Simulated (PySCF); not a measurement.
Compound: C2H2O4Si.
Z-matrix (Å and degrees, GFN2-xTB geometry), rows numbered from 1:
```
O 
C   1  1.1883
O   2  1.3381  1  124.62
Si  3  1.6577  2  113.63  1   179.93
O   4  1.6577  3   94.18  2    -0.07
C   5  1.3382  4  113.65  3     0.14
O   6  1.1884  2  126.11  1     0.17
H   4  1.4470  3  108.78  2   111.33
H   4  1.4471  3  108.74  2  -111.53
```

Level of theory: TDDFT wB97X-D/def2-SVPD, vertical, gas phase, core orbitals frozen in the response (PySCF 2.14.0, density-fitted response routines).

Question: Predict the UV-vis stick spectrum at this level.

Answer: 

```
state  E (eV)  ν̃ (cm⁻¹)       f  symmetry  main configurations (H = HOMO, L = LUMO)
   S1    4.38      35330  0.0000         –                                 H→L (97%)
   S2    5.29      42630  0.0000         –                               H-1→L (93%)
   S3    7.27      58650   0.048  B1 or B2                  H-3→L (76%), H→L+1 (20%)
   S4    7.28      58720   0.183        A1                               H-2→L (94%)
   S5    7.49      60440  0.0054  B1 or B2                  H→L+1 (76%), H-3→L (20%)
   S6    7.78      62760   0.011        A1                               H→L+2 (93%)
   S7    7.85      63310  0.0000         –   H-4→L (65%), H→L+6 (15%), H-2→L+1 (14%)
   S8    7.91      63820  0.0000         –                H-2→L+1 (78%), H-4→L (12%)
```

Triplets (Tamm–Dancoff): T1 3.85 eV, H→L (96%); T2 4.85 eV, H-1→L (90%); T3 5.26 eV, H-3→L (90%).

The lowest singlet lies at 4.38 eV (283 nm, ultraviolet) and is dark (f under 0.0005); its leading configuration is HOMO→LUMO (97%). The strongest level in the table is S4 at 7.28 eV (170 nm, f = 0.183). S3/S4 lie within about 0.01 eV of each other. Löwdin shares by element: HOMO oxygen 63% or more, carbon 21% (atoms not listed hold the other 16%); LUMO carbon 44%, oxygen 38% or more (atoms not listed hold the other 18%). Of the 8 states listed, 3 reach f = 0.01 and 4 stay under 0.0005. The oscillator strengths of these states sum to 0.247; summed over the whole spectrum of an exact calculation they would give the number of electrons, 60 (Thomas–Reiche–Kuhn). Orbital energies (eV): HOMO-3 -12.15, HOMO-2 -11.98, HOMO-1 -11.55, HOMO -10.50, LUMO -0.47, LUMO+1 0.74, LUMO+2 1.19. Symmetry labels in C2v follow from the direction of the transition dipole and are given only for states with f of 0.002 or more; B1 and B2 swap with the choice of axes. Singlets were solved by full linear response, triplets in the Tamm–Dancoff approximation.

Time: 24 s. Hardware: Arm Neoverse V2, one thread, shared host.
